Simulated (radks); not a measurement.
The numbers below are computed, except where a source is named.
Ionisation of Cs3+, [Kr] 4d10 5s2 5p4, to Cs4+, [Kr] 4d10 5s2 5p3, under several functionals. Dirac Kohn-Sham, spin-unpolarised, spherical densities, finite nucleus; open shells fill j = l - 1/2 first; a radial shooting solver on a logarithmic mesh with Libxc functionals.

| functional | E(Cs3+) (hartree) | Exc (hartree) | IE (eV) | -e(HOMO) (eV) | <r> HOMO (bohr) | IE error (eV) |
|---|---|---|---|---|---|---|
| LDA (Slater exchange, Perdew-Wang correlation) | -7781.6408 | -185.5687 | 44.630 | 39.026 | 1.937 | +1.630 |
| PW91 | -7788.7990 | -192.8144 | 44.467 | 38.885 | 1.940 | +1.467 |
| LDA (Slater exchange, Perdew-Zunger correlation) | -7781.6416 | -185.5695 | 44.630 | 39.027 | 1.937 | +1.630 |
| exchange-only PBE | -7784.9050 | -188.8722 | 43.220 | 37.647 | 1.954 | +0.220 |
| SOGGA | -7784.2309 | -188.1912 | 44.327 | 38.753 | 1.938 | +1.327 |
| B86b exchange with PBE correlation | -7788.5666 | -192.5776 | 44.406 | 38.831 | 1.940 | +1.406 |
| AM05 | -7781.9119 | -185.8463 | 44.406 | 38.825 | 1.936 | +1.406 |
| XLYP | -7789.0947 | -193.1040 | 44.244 | 38.651 | 1.946 | +1.244 |
| HCTH/407 | -7792.5182 | -196.7287 | 44.706 | 39.119 | 1.931 | +1.706 |

NIST Atomic Spectra Database: 43 eV (theoretical). Closest: exchange-only PBE. The Delta-SCF values span 1.49 eV, the total energies 10.88 hartree. The highest occupied level is 5p3/2. Spin polarisation and multiplet splitting are left out, so open shells lie too high by an amount that depends on their filling.

Beside tabulated values, note that spin-unpolarised runs miss the spin-polarisation part of the exchange energy of open shells.
